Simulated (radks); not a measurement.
Task: The mean radii <r> (bohr) of the occupied orbitals of an atom or ion are listed with their occupations. All-electron calculation, scalar-relativistic Kohn-Sham, r2SCAN, spin-polarised, spherical densities, finite nucleus; meta-GGA in the generalised Kohn-Sham scheme; Fermi nuclear charge, rms radius of each element as measured or else 0.836 A^(1/3) + 0.57 fm. Program: a radial shooting solver on a logarithmic mesh with Libxc functionals.

orbital  occ.      <r>
1s up       1  0.02318
1s down     1  0.02318
2s down     1  0.09893
2s up       1  0.09893
2p down     3  0.08711
2p up       3  0.08712
3s up       1   0.2601
3s down     1   0.2600
3p up       3   0.2586
3p down     3   0.2583
3d up       5   0.2364
3d down     5   0.2361
4s up       1   0.5935
4s down     1   0.5932
4p up       3   0.6283
4p down     3   0.6279
4d up       5   0.6891
4d down     5   0.6894
5s up       1    1.435
5s down     1    1.466
5p up       3    1.676
5p down     3    1.720
6s up       1    4.362
6s down     1    4.607
4f up       5    1.033

Name the element and its charge. Open shells, if any, are filled with parallel spins first.

Result: Z = 61, promethium, charge 0: Pm in [Xe] 4f5 6s2. The 1s radius gives Z: for a bare nucleus <r> = (2 gamma + 1)/(2Z) with gamma = sqrt(1 - (Z/c)^2), 0.02288 bohr for Z = 61, and screening makes it slightly larger (0.02318 here). The occupations add up to 61, and the charge is Z minus that.
